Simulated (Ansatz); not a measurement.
C$_{4}$H$_{9}$LiO (SMILES [Li][O]C(C)(C)C), singlet, at a GFN2-xTB geometry (such geometries of metal compounds can be far from the true shape); WB97X/def2-SVP in Ansatz (a program for electronic structure).

Input for Ansatz:
Ansatz 0.2 input:
```yaml
crystal:
  periodic: [false, false, false]
  atoms:
    - {symbol: Li, position_ang: [0.95282533, 1.83910014, 1.90101642]}
    - {symbol: O, position_ang: [0.43255239, 0.83489297, 0.86300098]}
    - {symbol: C, position_ang: [-0.03502592, -0.06760544, -0.06988148]}
    - {symbol: C, position_ang: [1.00996337, -1.17350099, -0.30087268]}
    - {symbol: C, position_ang: [-1.34138713, -0.70998579, 0.42925014]}
    - {symbol: C, position_ang: [-0.30790875, 0.64947623, -1.40393297]}
    - {symbol: H, position_ang: [0.65889409, -1.89504914, -1.03388174]}
    - {symbol: H, position_ang: [1.20824296, -1.68396616, 0.63909625]}
    - {symbol: H, position_ang: [1.93671757, -0.72571334, -0.65307142]}
    - {symbol: H, position_ang: [-1.15549998, -1.21800808, 1.37306708]}
    - {symbol: H, position_ang: [-1.72553327, -1.42501360, -0.29348815]}
    - {symbol: H, position_ang: [-2.08443706, 0.06696570, 0.59554582]}
    - {symbol: H, position_ang: [0.61189980, 1.10687161, -1.76194522]}
    - {symbol: H, position_ang: [-1.04551189, 1.43359257, -1.24729881]}
    - {symbol: H, position_ang: [-0.67751677, -0.04642778, -2.15245897]}
basis:
  gaussian:
    orbitals: def2-SVP
hamiltonian:
  xc: {name: wB97X}
accuracy: high
```

The log (banner, timings and long lists left out):

```
Functional definition: wB97X
3187 factors; integrals over basis functions are off by at most 3.6e-9 eV
521 factors; integrals over basis functions are off by at most 2.4e-9 eV
mean field evaluation 1: about -6532.6137 eV, gradient 6.3e1 eV
mean field evaluation 2: about -6530.5165 eV, gradient 7.6e1 eV
mean field evaluation 4: about -6541.1502 eV, gradient 2.1e0 eV
mean field evaluation 8: about -6541.3731 eV, gradient 2.2e-1 eV
mean field evaluation 16: about -6541.3732 eV, gradient 3.3e-5 eV
mean field -6541.37318661 eV, -240.3910307059 hartree, gradient 5.5e-8 eV, S^2 0.000000; 0 other end points of the search recorded, 0 dependent functions left out
reference -6541.37317975 eV, -240.3910304540 hartree; 22, 22 occupied and 102, 102 virtual orbitals, 3187 factors
Total energy: -6541.37317975 eV, -240.3910304540 hartree
```
